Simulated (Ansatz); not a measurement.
Reaction (silylene formation by 1,1-elimination): `O[SiH2]C[Si](O)(Cl)Cl` → `Cl[Si]Cl` + `OC[SiH2]O`

Calculated with Ansatz (gas phase, PBE0-D4/def2-TZVP geometries, no zero-point term in ΔE). CCSD(T)/CBS adds triple-zeta CCSD(T) − MP2 to the extrapolated MP2 energy (def2 sets, frozen cores). This one scheme is used for every species. DFT in def2-TZVPP. Each species was taken in one conformer, which may not be the lowest.

```csv
species,PBE energy (Eh)
`O[SiH2]C[Si](O)(Cl)Cl`,-1691.02457
`Cl[Si]Cl`,-1209.47724
`OC[SiH2]O`,-481.41053
```

**Question.** Work out ΔE.

**Answer.** ΔE = (-1209.47724) + (-481.41053) − (-1691.02457) = 0.13680 Eh = +3.72 eV. CCSD(T)/CBS gives +4.22 eV.

Largest T1 diagnostic among the species: 0.013.

The D4 term adds +0.29 eV with B3LYP and +0.16 eV with PBE0; it sums over pairs of atoms, weighted by their polarisabilities, and B3LYP, whose exchange is more repulsive, gets the larger term. From PBE to PBE0 (25 % exact exchange), in def2-TZVPP and without D4, ΔE moves by +0.30 eV.

B3LYP here is the variant with VWN-RPA as its local correlation; programs differ in this.
